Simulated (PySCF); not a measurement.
Species: C3H7FSi.
Geometry (GFN2-xTB, Å), atoms numbered from 1 in this order:
```
atom  x, y, z in Å
C1     1.523    0.100   -1.114
Si2    0.542   -0.399    0.419
C3    -1.321   -0.653    0.251
C4    -0.943    0.676    0.915
F5    -1.261    1.798    0.183
H6     0.914    0.710   -1.775
H7     2.402    0.678   -0.844
H8     1.859   -0.772   -1.669
H9     1.218   -1.081    1.510
H10   -1.790   -0.546   -0.717
H11   -1.865   -1.346    0.878
H12   -1.276    0.835    1.935
```

Computed with TDDFT CAM-B3LYP/def2-SVPD, vertical, gas phase, core orbitals frozen in the response in PySCF.

Transition dipole moments from the ground state, in atomic units and in the frame of the coordinates above (overall signs are arbitrary), for the states with f of 0.002 or more among the lowest 7:

```
state  E (hartree)      μx      μy      μz
   S1       0.2246  -0.034   0.217  -0.008
   S2       0.2404  -0.981   0.271   0.083
   S3       0.2457   0.193   0.027   0.094
   S4       0.2615   0.013  -0.084  -0.174
   S5       0.2670  -0.073   0.232   0.133
   S6       0.2705   0.318   0.042  -0.097
   S7       0.2767  -0.187   0.084  -0.062
```

Problem. Work out the oscillator strengths.

Solution. f = (2/3) ΔE |μ|² with ΔE in hartree (27.2114 eV).

```csv
state,|μ|² (au),|μ| (D),f
S1,0.048,0.56,0.007
S2,1.042,2.59,0.167
S3,0.047,0.55,0.008
S4,0.037,0.49,0.007
S5,0.077,0.70,0.014
S6,0.112,0.85,0.020
S7,0.046,0.54,0.008
```

Problem. What angle do the transition dipoles of S2 and S6 make?

Solution. |cos θ| = |μa·μb| / (|μa| |μb|) = 0.90, so θ ≈ 26° (taken between 0 and 90°, since the signs are arbitrary).

Problem. How is the summed strength of these states shared among x, y and z?

Solution. (2/3) Σ ΔE μα² gives 0.186 for x, 0.031 for y and 0.013 for z, 0.231 in all.

Problem. What peak molar absorption coefficient would the strongest computed level give as a lone Gaussian band 0.4 eV wide at half height?

Solution. ε(max) = 2.175×10⁸ f / FWHM, with the width in cm⁻¹. S2: 2.175×10⁸ × 0.1670 / 3226 ≈ 11000 L mol⁻¹ cm⁻¹.

The run took 16 s of wall time on an x86-64 server with one thread (shared host).

Without π bonds the low states may be Rydberg-like; a valence basis with one diffuse set may place them up to an eV too high.
